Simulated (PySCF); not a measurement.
A structure optimised at PBE-D3(BJ)/def2-SVP, used in a PySCF frequency run:

```
C
C 1 1.3737
H 2 1.0997 1 120.91
H 2 1.1023 3 117.33 1 174.51
H 1 1.1062 2 116.95 3 -3.80
C 1 1.4720 5 116.34 2 168.46
H 6 1.1013 1 115.67 5 18.34
H 6 1.1044 7 113.37 1 -137.64
Ga 6 2.0458 7 119.30 8 -129.12
H 9 1.5712 6 112.98 7 143.59
H 9 1.5715 10 127.23 4 -124.91
```
Charge 0, spin multiplicity 1.

Task: Write its SMILES and formula.

Result: C=C[CH2][GaH2], C3H7Ga

Task: What are its rotational constants (standard atomic weights)?

Result: 8.6131, 3.6263, 2.9235 GHz
